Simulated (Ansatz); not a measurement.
**Which isomer of CH3OTe− gives these data?**

These gas-phase data were calculated for one isomer of CH3OTe− at PBE0-D3(BJ)/def2-SVPD (harmonic, unscaled wavenumbers; equilibrium rotational constants with average atomic masses):

```
rotational constants            : 42.39, 3.115, 2.956 GHz
all wavenumbers above 1500 cm⁻¹ : 2993, 2968, 2919
```

Candidates:

(1) `OC[Te-]`, a singlet
(2) `CO[Te-]`, a singlet

Question: Which candidate do the data belong to?

Answer: Candidate (2). No mode falls between 3300 and 4000 cm⁻¹, where the O–H stretch of (1) would stand.

The same quantities for all candidates:

```tsv
	rotational constants (GHz)	wavenumbers above 1500 cm⁻¹	E above the lowest, PBE0-D3(BJ)/def2-SVPD (kcal/mol)
(1)	34.89, 2.911, 2.734	3799, 3092, 3037	0.0
(2)	42.39, 3.115, 2.956	2993, 2968, 2919	11.4
```

Each candidate is one conformer. Atoms past krypton carry core potentials. Programs: Ansatz 0.2.0.
